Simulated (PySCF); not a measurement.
I4Sn, SMILES [I][Sn-]([I])([I])[I] (connectivity only; charge and spin as stated), charge -1, multiplicity 2.

Coordinates come from a B3LYP-D3(BJ)/def2-SVPD optimisation. The def2 effective core potentials stand for the cores of I, Sn; spin–orbit coupling is left out.

Calculation: PySCF with B3LYP-D3(BJ)/def2-SVPD.

Frequencies are harmonic and unscaled.

Modes within 1.5 cm⁻¹ of each other (mostly degenerate sets) share a row, with their intensities summed.

List the normal modes with their intensities. (The exact figures need the calculation; the answer reports its results.)


```tsv
mode	ν (cm⁻¹)	IR (km/mol)	moving atoms (share of kinetic energy)
1–5	28	0.1	I 86 %, Sn 14 %
6	111	0.0	I 100 %
7–9	158	118.8	Sn 67 %, I 33 %
```
